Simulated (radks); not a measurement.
Species: neutral praseodymium. Configuration: [Xe] 4f3 6s2 (the NIST ground configuration). Method: Dirac Kohn-Sham, relativistic LDA (MacDonald-Vosko exchange, VWN5 correlation), spin-unpolarised, spherical densities, finite nucleus; open shells fill j = l - 1/2 first; Fermi nuclear charge, rms radius 4.8919 fm; computed with a radial shooting solver on a logarithmic mesh with Libxc functionals.

Spin-orbit splittings of the eigenvalues, e(l+1/2) - e(l-1/2), with zeta = 2 splitting/(2l+1) and mean radii in bohr:

| shell | occ. | splitting (eV) | zeta (eV) | <r> j=l-1/2 | <r> j=l+1/2 |
|---|---|---|---|---|---|
| 2p | 6 | 477.2 | 318.1 | 0.08627 | 0.09255 |
| 3p | 6 | 94.57 | 63.05 | 0.2624 | 0.2746 |
| 3d | 10 | 20.49 | 8.198 | 0.2455 | 0.2494 |
| 4p | 6 | 20.50 | 13.67 | 0.6413 | 0.6695 |
| 4d | 10 | 3.611 | 1.444 | 0.7224 | 0.7325 |
| 4f | 3 | 0.3417 | 0.09763 | 1.191 | 1.220 |
| 5p | 6 | 2.804 | 1.869 | 1.709 | 1.802 |
